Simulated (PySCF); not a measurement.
C5H4F2O, SMILES C=C=COC=C(F)F.

Geometry: PBE0-D3(BJ)/def2-SVP. This is a generated structure with no PubChem entry under its InChIKey; it may be hypothetical. One conformer was computed; it need not be the lowest.

Two levels are set side by side: TDA-PBE/def2-SVPD (PySCF) and TDA-B3LYP/def2-SVPD (PySCF). Vertical, same geometry. The lowest singlet is HOMO→LUMO 99 % with PBE and HOMO→LUMO 94 % with the other functional; states are paired by order. Differences are taken from unrounded values.

```
quantity                               TDA-PBE
-------------------------------------  -------
lowest singlet excitation (eV)            3.89
lowest triplet excitation (TDA) (eV)      3.61
first bright state (f over 0.05) (eV)     5.40
its oscillator strength                   0.24
```

### Question
These are the TDA-PBE values. What does TDA-B3LYP give? (An estimate is asked for; the answer gives what the named calculation found.)

### Answer

| quantity | TDA-B3LYP | TDA-PBE minus TDA-B3LYP |
|---|---|---|
| lowest singlet excitation (eV) | 4.36 | -0.48 |
| lowest triplet excitation (TDA) (eV) | 4.01 | -0.40 |
| first bright state (f over 0.05) (eV) | 6.01 | -0.61 |
| its oscillator strength | 0.28 | -0.04 |

A lower first singlet is the usual sign of a functional without exact exchange. Differences between two approximate levels are no errors against the true value.

Rough cost on one machine, each run with all the roots and properties that it gave: TDA-B3LYP against TDA-PBE about 3 times.
